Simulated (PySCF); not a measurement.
H3N2, SMILES [NH]N, multiplicity 2. Atoms are numbered in the order given.

```xyz
5

N      0.6569    -0.3489     0.0854
N     -0.5538     0.1842    -0.1150
H      1.3217     0.4227     0.0096
H     -0.7283     1.1621     0.0764
H     -1.3151    -0.4320     0.1213
```
Charge 0, spin multiplicity 2.

Coordinates come from a PBE0-D3(BJ)/def2-TZVP optimisation. The isomer is the one that the SMILES or the coordinates give; other isomers of the formula were not compared.

All values below come from M06-2X/def2-TZVPD in PySCF.

Isolated molecule, no solvent.

Problem. Estimate the frontier levels, dipole moment and polarisability. (The exact figures need the calculation; the answer reports its results.)

Solution. 
```json
{
 "α spin, highest occupied and lowest empty level": "-6.89 and 0.52 eV",
 "β spin, highest occupied and lowest empty level": "-9.38 and 0.04 eV",
 "dipole_moment": "2.59 D",
 "quadrupole, principal values (traceless, Buckingham form, about the centre of nuclear charge)": "-3.87, -1.08, 4.94 D·Å",
 "mean_static_polarisability": "21.5 bohr³ (3.19 Å³)",
 "polarisability_principal_values": "17.2, 19.6, 27.8 bohr³",
 "⟨S²⟩": "0.755 (pure state 0.75)"
}
```
